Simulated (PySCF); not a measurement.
# Excitation energy of N by level of theory

N [He] 2s2 2p3 (4S) → N [He] 2s1 2p4 (4P), as a difference of total energies. All numbers are calculated (PySCF 2.14, no relativity, point nucleus, in dyall-av3z). Correlated levels: valence: 1s2 frozen; virtual orbitals above 40 to 60 times the deepest correlated orbital energy dropped. The calculations carry no spin-orbit coupling.

| method | excitation energy (eV) |
| --- | --- |
| UHF | 10.870 |
| MP2 (valence) | 11.044 |
| SCS-MP2 (valence) | 11.065 |
| CCSD (valence) | 10.880 |
| CCSD(T) (valence) | 10.814 |

Problem. How much does correlation contribute at CCSD(T) (valence)?

Solution. 10.814 − (10.870) = -0.056 eV, measured against UHF.

Errors of the correlated levels include the incompleteness of this basis and the frozen core.

The coupled-cluster amplitudes are large for the upper state (T1 above 0.03 or a double amplitude above 0.15), so a single reference is strained.

For comparison: 10.927 eV (measured; NIST levels, between the centres of gravity of the two terms).
